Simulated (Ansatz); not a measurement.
Be4O4H16⁻. Total charge -1; doublet. Geometry r2SCAN-D4/def2-SVP, that of the neutral singlet; atoms count from 1.

```xyz
24

O    -2.1677   -0.0170   -0.2618
O     1.7373    0.5154    1.2168
O     0.3126    1.6314   -1.4147
O     0.1171   -2.1298    0.4595
Be   -1.5887   -0.7094   -1.5866
Be   -0.2816    2.3352   -0.1027
Be   -0.4760   -1.4559    1.7876
Be    2.3466   -0.1696   -0.0983
H    -2.1307   -0.5094    0.6313
H    -2.0536    0.9868   -0.1160
H     1.3223    1.4462    1.1645
H     1.2466   -0.0512    1.9098
H    -0.2876    1.0512   -2.0018
H     1.2655    1.2655   -1.4136
H    -0.4586   -2.2010   -0.3805
H     1.0954   -1.9885    0.2059
H    -1.2031    0.1641   -2.5933
H    -1.3220   -2.0668   -1.4792
H    -1.6655    2.3317   -0.0020
H     0.6493    2.6467    0.8780
H     0.4680   -0.9424    2.6653
H    -1.8488   -1.2545    1.7893
H     2.4033   -1.5558   -0.0741
H     2.5201    0.6774   -1.1834
```

The highest occupied level of the charge -1 doublet lies above zero (up to 1.10 eV). Energy differences put its binding near zero (0.07 eV; vertical, to the charge 0 singlet, at PBE0-D4/def2-TZVPD), which leaves it undecided. In the doublet geometry the species has come apart into loosely held pieces.

Q: Estimate the Mulliken populations from the PBE0/def2-TZVPD orbitals of Ansatz.

A: 
```csv
atom,charge (e),spin (α − β)
O1,-0.06,-0.03
O2,-0.06,-0.03
O3,-0.06,-0.03
O4,-0.06,-0.03
Be5,-0.43,0.21
Be6,-0.43,0.21
Be7,-0.43,0.21
Be8,-0.43,0.21
H9,0.03,0.05
H10,0.02,0.05
H11,0.03,0.05
H12,0.02,0.05
H13,0.03,0.05
H14,0.02,0.05
H15,0.02,0.05
H16,0.03,0.05
H17,0.10,-0.01
H18,0.10,-0.01
H19,0.10,-0.01
H20,0.09,-0.01
H21,0.10,-0.01
H22,0.09,-0.01
H23,0.09,-0.01
H24,0.10,-0.01
```
Mulliken values and Mayer orders depend strongly on the basis. With diffuse functions, as here, like atoms can get unlike values, and bond orders can come out too low or too high.

Q: Where does the spin sit?

A: Summed by element: O -0.13, Be 0.85, H 0.28, of 1 unpaired in all. Largest on single atoms: Be5 0.21, Be6 0.21, Be7 0.21.

Q: And the Mayer bond orders between bonded heavy atoms (over 0.3)?

A: O1–Be5 0.84 (1.60 Å); O2–Be8 0.84 (1.60 Å); O3–Be6 0.84 (1.60 Å); O4–Be7 0.84 (1.60 Å).
